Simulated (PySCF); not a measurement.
## Electron correlation in Br (bromine, neutral)

[Ar] 3d10 4s2 4p5, 2P determinant. All numbers are calculated (PySCF 2.14, the spin-free X2C one-electron Hamiltonian (Gaussian nucleus), in aug-cc-pVDZ-DK (6s5p3d, 36 functions)). Frozen: [Ar] 3d10; 7 electrons correlated.

MP2 pair energies summed by pair of shells (mhartree):

| pair | energy | share (%) |
| --- | --- | --- |
| 4p-4p | -65.29 | 66.8 |
| 4s-4p | -26.85 | 27.5 |
| 4s-4s | -5.66 | 5.8 |

Total MP2 correlation energy: -97.80 mhartree.

Same-spin part -24.70 and opposite-spin part -73.11 mhartree; SCS-MP2 scales them by 1/3 and 6/5 to -95.96 mhartree.

| level | correlation energy (mhartree) |
| --- | --- |
| CCSD | -112.60 |
| (T) | -1.73 |
| CCSD(T) | -114.33 |

Diagnostics: T1 = 0.0067, D1 = 0.0186, largest double amplitude 0.039.

Cost of the coupled-cluster step: 0.23 s of wall time on 1 thread of Neoverse-V1 (shared host), for 7 correlated electrons.

Iterations:

```
CC2 = 0
CCSD nocc = (np.int64(4), np.int64(3)), nmo = (22, 22)
frozen orbitals [[0, 1, 2, 3, 4, 5, 6, 7, 8, 9, 10, 11, 12, 13], [0, 1, 2, 3, 4, 5, 6, 7, 8, 9, 10, 11, 12, 13]]
max_cycle = 100
direct = 0
conv_tol = 1e-08
conv_tol_normt = 1e-06
diis_space = 8
diis_start_cycle = 0
Init t2, MP2 energy = -0.0978030432962448
Init E_corr(UCCSD) = -0.0978030432964337
cycle = 1  E_corr(UCCSD) = -0.10955839491449  dE = -0.0117553516  norm(t1,t2) = 0.0343052
cycle = 2  E_corr(UCCSD) = -0.111704796568122  dE = -0.00214640165  norm(t1,t2) = 0.010651
cycle = 3  E_corr(UCCSD) = -0.112622359859156  dE = -0.000917563291  norm(t1,t2) = 0.00427606
cycle = 4  E_corr(UCCSD) = -0.112598203972393  dE = 2.41558868e-05  norm(t1,t2) = 0.000725807
cycle = 5  E_corr(UCCSD) = -0.112596801283758  dE = 1.40268863e-06  norm(t1,t2) = 0.000270911
cycle = 6  E_corr(UCCSD) = -0.112599072840298  dE = -2.27155654e-06  norm(t1,t2) = 8.19601e-05
cycle = 7  E_corr(UCCSD) = -0.112598845533479  dE = 2.27306818e-07  norm(t1,t2) = 1.92379e-05
cycle = 8  E_corr(UCCSD) = -0.112598889327185  dE = -4.37937054e-08  norm(t1,t2) = 3.70427e-06
cycle = 9  E_corr(UCCSD) = -0.112598879119366  dE = 1.02078187e-08  norm(t1,t2) = 7.38401e-07
cycle = 10  E_corr(UCCSD) = -0.112598879666875  dE = -5.47509385e-10  norm(t1,t2) = 2.08295e-07
UCCSD converged
E(UCCSD) = -2604.412825033914  E_corr = -0.1125988796668753
UCCSD(T) correction = -0.00173496920212523
```
